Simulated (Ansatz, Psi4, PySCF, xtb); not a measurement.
Noncovalent pair: CH4 (SMILES C) (first 5 atoms) with CH3Cl (SMILES CCl); geometry from B3LYP-D3(BJ)/def2-TZVP, rigid monomers moved along the line of their centres of mass till H2···Cl7 is 4.27 Å.
(charge 0, multiplicity 1):
```
atom    x (Å)    y (Å)    z (Å)
----  -------  -------  -------
C     -0.0214   0.0355  -0.0952
H      0.4119   0.5722   0.7471
H     -1.1086   0.0795  -0.0370
H      0.3077   0.4917  -1.0277
H      0.3016  -1.0049  -0.0701
C     -0.8009  -0.5149   4.6376
Cl     0.4565   0.7074   5.0195
H     -1.1193  -0.9768   5.5671
H     -1.6322  -0.0095   4.1559
H     -0.3674  -1.2527   3.9701
```

Interaction energies are E(AB) − E(A) − E(B) at the monomers' geometry in the complex; basis-set methods are counterpoise corrected. Rows marked so take none.

Correlated levels freeze the cores. Rows in 6-31G* carry no dispersion term and start afresh at each structure (6-31G* with six Cartesian d functions). MP2/6-31G* freezes PySCF's default core.

The values were computed with Ansatz (Gaussian basis) for Hartree–Fock, density functionals and correlated methods; Psi4 for SAPT; PySCF for 6-31G* rows, the dispersion terms; xtb for the GFN methods. 

| level | interaction energy (meV) |
|---|---|
| GFN1-xTB | -11.8 |
| GFN2-xTB | -16.6 |
| B3LYP/6-31G* | 0.7 |
| PBE0-D3(BJ)/def2-TZVPPD | -17.8 |
| PBE0-D4/def2-TZVPPD | -17.1 |
| M06-2X/6-31G* (no counterpoise) | -13.1 |
| MP2/6-31G* | -7.1 |
| CCSD/aug-cc-pV(D+d)Z | -11.8 |
| SAPT0/jun-cc-pV(D+d)Z | ___ |

### Question
Fill in the missing entries.

### Answer

- SAPT0/jun-cc-pV(D+d)Z, interaction energy (meV): -9.6

Ansatz is an electronic-structure program.
